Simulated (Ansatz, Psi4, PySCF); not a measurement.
CH5Si (SMILES [CH2-][SiH3]), charge -1, singlet, at a GFN2-xTB geometry (in this run its highest filled SCF level lies above zero, so its values depend strongly on the basis, on diffuse functions most of all), atoms displaced at random by about 0.08 Å a coordinate. Base run: B3LYP/def2-SVP, gradient run with PySCF.

Input for PySCF:
```python
from pyscf import gto, scf, dft

mol = gto.Mole()
mol.atom = '''
    C    -0.108093   -0.098164   -1.177478
    Si    0.099133   -0.069560    0.473425
    H    -0.991192    0.349403   -1.770030
    H     0.865285    0.369594   -1.769687
    H    -0.080401    1.307647    1.496906
    H    -1.238789   -0.659727    1.043527
    H     1.185162   -0.858106    1.159751
'''
mol.basis = 'def2-svp'
mol.charge = -1
mol.spin = 0
mol.verbose = 4
mol.build()

mf = dft.RKS(mol)
mf.xc = 'b3lyp'
mf.kernel()
g = mf.nuc_grad_method()
grad = g.kernel()
```

Programs used: Ansatz (a first-principles code), Psi4, PySCF; a row that names a program was run with it.

The coordinate followed is y of atom 3.

Variants of this job, named by their change:

```json
[
 {"change": "base", "dE/dx (Eh/bohr)": "0.013208", "net force (Eh/bohr)": "0.000007"},
 {"change": "code = ansatz", "dE/dx (Eh/bohr)": "0.013207", "net force (Eh/bohr)": "0.000000"},
 {"change": "finite difference step (bohr) = 1e-3; conv_tol = 1e-11", "dE/dx (Eh/bohr)": "0.013206", "net force (Eh/bohr)": "-"},
 {"change": "finite difference step (bohr) = 1e-4; conv_tol = 1e-11", "dE/dx (Eh/bohr)": "0.013206", "net force (Eh/bohr)": "-"},
 {"change": "finite difference step (bohr) = 0.2; conv_tol = 1e-11", "dE/dx (Eh/bohr)": "0.013506", "net force (Eh/bohr)": "-"},
 {"change": "conv_tol = 1e-6", "dE/dx (Eh/bohr)": "0.013214", "net force (Eh/bohr)": "0.000007"},
 {"change": "density fitting = on; auxbasis_response = off", "dE/dx (Eh/bohr)": "0.013212", "net force (Eh/bohr)": "0.000550"},
 {"change": "code = psi4", "dE/dx (Eh/bohr)": "0.013199", "net force (Eh/bohr)": "0.000004"},
 {"change": "grids.level = 0; grid_response = on", "dE/dx (Eh/bohr)": "0.012549", "net force (Eh/bohr)": "0.000000"},
 {"change": "grids.level = 1; grid_response = on", "dE/dx (Eh/bohr)": "0.013206", "net force (Eh/bohr)": "0.000000"},
 {"change": "finite difference step (bohr) = 0.01; conv_tol = 1e-11", "dE/dx (Eh/bohr)": "0.013207", "net force (Eh/bohr)": "-"},
 {"change": "conv_tol = 1e-4", "dE/dx (Eh/bohr)": "0.013209", "net force (Eh/bohr)": "0.000007"}
]
```

The net force is zero for an exact gradient.
